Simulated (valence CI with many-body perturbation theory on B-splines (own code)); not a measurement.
## Valence orbitals of W50+

Computed by configuration interaction combined with many-body perturbation theory (CI+MBPT): six valence electrons over a frozen Dirac-Fock core [Ar], radial functions for each j: 7 s, 7 p, 8 d, 6 f, 4 g, 1 h, with the one-electron correlation potential Σ1 (screened to all orders), the two-electron term Σ2, the three-electron term Σ3, Breit, model QED; selected single and double excitations, second order for the rest, scaled by the run's own slope (own B-spline code, finite nucleus).

No measured spectrum was set against this ion. As an estimate, large intervals hold to a few tenths of a per cent, small ones and those within an open d or f shell to about a per cent. Core correlation moves these levels by up to 15000 cm⁻¹, and in measured spectra 5 to 20 % of such shifts remained as error; rates that hang on mixing are uncertain with them. Among the levels kept, up to 1000 cm⁻¹ of a level comes from second order outside the variational space, and about a tenth of that is noise between levels of different J, which matters for small intervals. The list stops below the first excitations out of the core. Only levels of the ground parity were solved; by the run's estimate the other parity begins above the list, which can be wrong where configurations are misplaced.

These are the spectroscopic orbitals of the CI (the correlating ones are not listed), shaped by the core and the other valence electrons. h is the expectation value of the core's Dirac-Fock operator, without the valence repulsion; Σ1 is computed up to l = 3 at one energy for each symmetry, that of its lowest orbital but kept below the first core excitation, so for empty shells it is not the orbital's own correlation shift; Breit and QED include the response of the core, and the two lowest orbitals of each symmetry also the frequency dependence of Breit exchange, which makes a step in that column.

```
Orbital  h (hartree)  Σ1 (cm⁻¹)  Breit (cm⁻¹)  QED (cm⁻¹)  ⟨r⟩ (bohr)
  4s1/2      -117.68      -7918         14564       11242      0.3769
  5s1/2      -72.346      -3060          7105        5601      0.6132
  6s1/2      -48.959      -1539          3898        3137      0.9103
  4p1/2      -114.51     -10527         23089         462      0.3711
  5p1/2      -70.769      -3859         11517         245      0.6112
  6p1/2      -48.066      -1905          6395         141      0.9121
  4p3/2      -109.69      -9599         13254        1432      0.3890
  5p3/2      -68.418      -3703          6705         737      0.6332
  6p3/2      -46.746      -1863          4112         421      0.9386
  3d3/2      -196.18     -21464         31104       -2177      0.1686
  4d3/2      -105.41     -10596         11482        -606      0.3666
  5d3/2      -66.326      -4120          5595        -274      0.6201
  3d5/2      -193.27     -19227         16570        -623      0.1724
  4d5/2      -104.31     -10039          6156       -67.7      0.3713
  5d5/2      -65.776      -3857          2982       -12.2      0.6259
  4f5/2      -100.37     -26008          1771        -434      0.3314
  5f5/2       -63.95     -10425           791        -207      0.5921
  4f7/2      -99.961     -20386          85.6        -209      0.3335
  5f7/2      -63.733      -8147          96.5       -91.8      0.5946
  5g7/2      -62.615                      145       -58.6      0.5327
  5g9/2      -62.512                    -33.2        -2.9      0.5340
```

Among the shells of the start configuration 3d6, Σ1 is largest in size for 3d3/2, where it is 0.050 % of h.

Lowest root of each symmetry, sizes in configuration state functions:

```json
{"J": "0", "Parity": "even", "Roots": "5", "Reference": "26", "Variational": "15456", "Second order": "262063", "Change by selected CI (cm⁻¹)": "-36659", "Change by second order (cm⁻¹)": "-10"}
{"J": "1", "Parity": "even", "Roots": "4", "Reference": "60", "Variational": "31619", "Second order": "606591", "Change by selected CI (cm⁻¹)": "-30939", "Change by second order (cm⁻¹)": "-54"}
{"J": "2", "Parity": "even", "Roots": "8", "Reference": "86", "Variational": "32286", "Second order": "1164175", "Change by selected CI (cm⁻¹)": "-32540", "Change by second order (cm⁻¹)": "-582"}
{"J": "3", "Parity": "even", "Roots": "6", "Reference": "88", "Variational": "30518", "Second order": "1158357", "Change by selected CI (cm⁻¹)": "-29201", "Change by second order (cm⁻¹)": "-731"}
{"J": "4", "Parity": "even", "Roots": "7", "Reference": "77", "Variational": "32184", "Second order": "1278728", "Change by selected CI (cm⁻¹)": "-30428", "Change by second order (cm⁻¹)": "-896"}
{"J": "5", "Parity": "even", "Roots": "2", "Reference": "52", "Variational": "28656", "Second order": "39594", "Change by selected CI (cm⁻¹)": "-30829", "Change by second order (cm⁻¹)": "-599"}
{"J": "6", "Parity": "even", "Roots": "2", "Reference": "31", "Variational": "29075", "Second order": "25761", "Change by selected CI (cm⁻¹)": "-30619", "Change by second order (cm⁻¹)": "-237"}
```
